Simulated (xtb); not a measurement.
Si(NHSiH3)(Me)(Cl)2 (CH7Cl2NSi2), SMILES Cl[Si](N[SiH3])(C)Cl. All values are semi-empirical tight-binding results from xtb (GFN2-xTB unless named), good for trends rather than for accurate numbers. Geometry: GFN2-xTB. Other conformers were not sampled.

A frequency run showed that this geometry is not a minimum.

Q: Estimate the properties. (Estimate from the structure and the level; the computed values follow.)

A: 
| Property | Result |
|---|---|
| orbital gap | 5.47 eV |
| dipole moment | 2.73 D |
| static polarisability (D4 model) | 106.0 bohr³ |
| solvation energy, GFN2-xTB/ALPB(water) | -1.7 kcal/mol |
| solvation energy, GFN2-xTB/ALPB(dmf) | -6.4 kcal/mol |
